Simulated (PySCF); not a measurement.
A small calculation by hand: entropy of an ideal gas

C2H4I, SMILES C[CH]I (connectivity only; charge and spin as stated), charge +1, multiplicity 1.

Geometry: PBE-D3(BJ)/def2-SVP. The multiplicity is an assumed one; other spin states were not compared. The isomer is the one that the SMILES or the coordinates give; other isomers of the formula were not compared. The def2 effective core potentials stand for the cores of I; spin–orbit coupling is left out.

PBE-D3(BJ)/def2-SVP in PySCF 2.14.0 gives the harmonic wavenumbers 165, 306, 617, 722, 890, 937, 1169, 1214, 1259, 1313, 1402, 2891, 2925, 3089, 3122 cm⁻¹ and the rotational temperatures 2.1632, 0.1466, 0.1397 K. The molar mass is 154.96 g/mol, the symmetry number 1, the spin multiplicity 1.

Work out the entropy at 298.15 K and 1 atm in the rigid-rotor, harmonic-oscillator model.


Translation (Sackur–Tetrode at 1 atm): S = R[1.5 ln M + 2.5 ln T − 1.16487] = 171.6 J/(mol K).
Rotation: q = (√π/σ) T^1.5/√(θA θB θC) = 43400, S = R[ln q + 3/2] = 101.2 J/(mol K).
Vibration: with u = 1.4388 ν/T, each mode gives R[u/(e^u − 1) − ln(1 − e^−u)]:
```
ν (cm⁻¹)  modes     u  S (J/(mol K))
--------  -----  ----  -------------
165           1  0.80          10.43
306           1  1.48           5.79
617           1  2.98           1.76
722           1  3.48           1.18
890           1  4.29           0.61
937           1  4.52           0.50
1169          1  5.64           0.20
1214          1  5.86           0.16
1259          1  6.08           0.14
1313          1  6.34           0.11
1402          1  6.77           0.07
```
The stiffer modes add less than 0.005 each. Sum 20.9 J/(mol K).
Spin: R ln 1 = 0.0 J/(mol K).
Total 293.8 J/(mol K); the program's own thermochemistry gives 293.8. Translation makes up 58 % and vibration 7 %. Anharmonicity, hindered rotation and orbital degeneracy are left out.
